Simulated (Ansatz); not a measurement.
One change: `O[SiH2]C(F)Cl` becomes `F[SiH2]C(F)Cl`.

Ansatz, PBE0-D4/def2-TZVP geometries, multiplicity 1. Each molecule was computed in one conformer, which needn't be the lowest.

```json
{"property": "HOMO–LUMO gap (PBE/def2-TZVPP) / eV", "`O[SiH2]C(F)Cl`": "5.79"}
{"property": "HOMO energy (ωB97M-V/def2-TZVPP) / eV", "`O[SiH2]C(F)Cl`": "-10.58"}
{"property": "HOMO–LUMO gap (B3LYP/def2-TZVPP) / eV", "`O[SiH2]C(F)Cl`": "7.70"}
{"property": "LUMO energy (ωB97M-V/def2-TZVPP) / eV", "`O[SiH2]C(F)Cl`": "1.60"}
{"property": "LUMO energy (B3LYP/def2-TZVPP) / eV", "`O[SiH2]C(F)Cl`": "-0.40"}
{"property": "size of the dipole moment (PBE/def2-TZVPP) / D", "`O[SiH2]C(F)Cl`": "0.91"}
```

(1) Give the same properties after the change, and the shifts. (Estimate.)

## Answers

(1) Computed: 
```tsv
property	`F[SiH2]C(F)Cl`	shift
HOMO–LUMO gap (PBE/def2-TZVPP) / eV	5.72	-0.07
HOMO energy (ωB97M-V/def2-TZVPP) / eV	-10.75	-0.17
HOMO–LUMO gap (B3LYP/def2-TZVPP) / eV	7.61	-0.09
LUMO energy (ωB97M-V/def2-TZVPP) / eV	1.38	-0.22
LUMO energy (B3LYP/def2-TZVPP) / eV	-0.65	-0.25
size of the dipole moment (PBE/def2-TZVPP) / D	1.16	0.25
```

With PBE0 the HOMO falls by 0.18 eV and the LUMO falls by 0.27 eV, so the gap narrows by about 0.09 eV. PBE moves the HOMO by -0.19 eV and ωB97M-V by -0.17 eV. Dipoles are sizes alone; their direction can turn.

B3LYP here is the variant with VWN-RPA as its local correlation; programs differ in this.
